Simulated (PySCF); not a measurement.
**Diatomics of Sr with the chalcogens**

PBE with triple-zeta basis sets in PySCF, for the lowest determinant that a PBE0 search found; no spin–orbit coupling. De refers to high-spin ground-configuration atoms. A positive dipole means M(−)Sr(+).

| M | basis | state (unpaired electrons) | Re (Å) | ωe (cm⁻¹) | De (eV) | μ (D) |
| --- | --- | --- | --- | --- | --- | --- |
| O | x2c-TZVPPall | singlet (closed shell) | 1.927 | 662 | 4.98 | 7.72 |
| S | x2c-TZVPPall | singlet (closed shell) | 2.435 | 391 | 3.92 | 9.48 |
| Se | def2-TZVPP | singlet (closed shell) | 2.579 | 271 | 3.51 | 9.80 |

The shortest bond is that of SrO (1.927 Å), the longest that of SrSe (2.579 Å). SrO is bound most strongly (4.98 eV) and SrSe least (3.51 eV).

The rows differ in basis set, which adds steps of its own.

Down a group the atoms grow and get heavier, so bonds lengthen and wavenumbers fall; this series shows no clear exception.
